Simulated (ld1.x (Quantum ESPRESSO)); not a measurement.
**Before and after: RRKJ potential for iron**

- Element: Fe (Z = 26)
- Generator: ld1.x (Quantum ESPRESSO) 7.5
- Type: norm-conserving RRKJ (Kleinman–Bylander form)
- Functional: PBEsol
- Relativity: scalar-relativistic
- Frozen core: [Ar]
- Valence charge: 8
- Reference configuration: 3d6 4s1.75 4p0 (charge +0.25)
- Partial waves: 4p (bound, empty): rc 3.10 bohr; 3d (bound): rc 1.05 bohr; 4s (bound): rc 2.65 bohr
- Local potential: the s channel
- Core correction: Bessel-smoothed model core inside 0.60 bohr

Change: all radii but the core radius scaled by about 1.26 (s 3.34, p 3.90, d 1.32 bohr).

Cutoffs: the cutoffs (Ry, on a coarse ladder) from which the occupation-weighted sum of valence levels, in a spherical-Bessel basis at the reference potential, stays within 10 and 1 mRy of its value at 400 Ry; they do not see the model core or the augmentation charge, which bear on the density cutoff. Errors are all-electron minus pseudo energies relative to the spin-unpolarised reference configuration.

Q: What does the change do?

A: The potential gets softer (160 Ry and 200 Ry → 100 Ry and 140 Ry); of the 7 tests that both files solve, the error grows in 3 and shrinks in 2 by more than 15 % and 0.3 meV (median size 50.7 → 108.0 meV); neither file shows a bound ghost. A larger radius leaves more room for a smooth pseudo-wave, so fewer plane waves are needed.

```tsv
quantity	base	changed
cutoff, loose	160 Ry	100 Ry
cutoff, tight	200 Ry	140 Ry
loose cutoff by channel (10 mRy a level)	d 140 Ry, s 6 Ry	d 90 Ry, s 6 Ry
bound ghosts	none	none
error for 3d6 4s2 4p0, meV [ΔE -1.53 eV]	-0.1	+0.3
error for 3d6 4s1 4p0, meV [ΔE 7.21 eV]	-5.1	-4.9
error for 3d6 4s0 4p0, meV [ΔE 23.33 eV]	-51	-108
error for 3d7 4s1 4p0, meV [ΔE -2.34 eV]	-239	-151
error for 3d5 4s2 4p1, meV [ΔE 7.24 eV]	-497	-299
error for 3d6 4s1 4p1, meV [ΔE 2.60 eV]	-3.6	-9.1
error for 3d4 4s0 4p0, meV [ΔE 110.56 eV]	-2664	-3306
```
